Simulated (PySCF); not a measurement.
C4H10Si, SMILES CC/C=C\[SiH3] (GFN2-xTB optimised geometry):

```
15

C      1.340    -0.984     0.000
C     -0.189    -0.984     0.000
C     -0.720     0.412     0.000
C     -1.411     0.973     0.984
Si    -1.908     0.160     2.607
H      1.723    -0.455    -0.871
H      1.721    -2.002    -0.020
H      1.715    -0.490     0.894
H     -0.544    -1.502    -0.896
H     -0.556    -1.522     0.875
H     -0.477     0.982    -0.892
H     -1.723     2.002     0.850
H     -2.791    -0.986     2.369
H     -2.621     1.157     3.410
H     -0.726    -0.293     3.348
```

Method: PBE0/def2-TZVP run with PySCF.

Task: What are the frontier orbital energies and the dipole moment?

Result: HOMO-2 -9.52 eV, HOMO-1 -8.63 eV, HOMO -7.48 eV, LUMO -0.34 eV, LUMO+1 0.98 eV; dipole moment 1.08 D.

On the same geometry PBE/def2-TZVP (PySCF 2.14.0) gives HOMO-2 -8.14 eV, HOMO-1 -7.31 eV, HOMO -6.38 eV, LUMO -1.30 eV, LUMO+1 0.16 eV; dipole moment 1.09 D.

Meta-Löwdin charges at PBE0/def2-TZVP: C1 -0.34, C2 -0.20, C3 -0.07, C4 -0.38, Si5 0.46, H6 0.11, H7 0.12, H8 0.12, H9 0.12, H10 0.11, H11 0.11, H12 0.13, H13 -0.09, H14 -0.09, H15 -0.10.
